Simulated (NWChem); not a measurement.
Species: BF2, doublet; SMILES F[B]F

```xyz
3

F      1.1366     0.0000    -0.1317
B      0.0000     0.0000     0.5129
F     -1.1366     0.0000    -0.1317
```
Atoms are numbered in this order, from 1.

All runs: NWChem. Geometry optimised at PBE0/def2-SVP; all other runs use it. Pople sets run with spherical d functions. Spin-unrestricted. In the optimisation the excess spin sits in a1 (C2v, its own frame). Vzz has the sign of the potential's second derivative. Excited states of an open shell can be spin-contaminated.

```
quantity                                                                   level  value
-----------------------------------------  -------------------------------------  -----
vertical, lowest state with f > 0.02 (eV)                     PBE0/def2-SVP, TDA      …
Vzz B2 (a.u.)                                                      PBE/def2-TZVP      …
dipole (D)                                 LDA (Slater exchange, PW92)/def2-TZVP   0.15
A(iso) 19F atom 3 (MHz)                                             TPSSh/6-31G*    494
highest harmonic frequency (cm⁻¹)                                  PBE0/def2-SVP   1459
```

Problem. Some entries are withheld; supply them.

Solution. 
- vertical, lowest state with f > 0.02 (eV), value: 4.35
- Vzz B2 (a.u.), value: 0.310
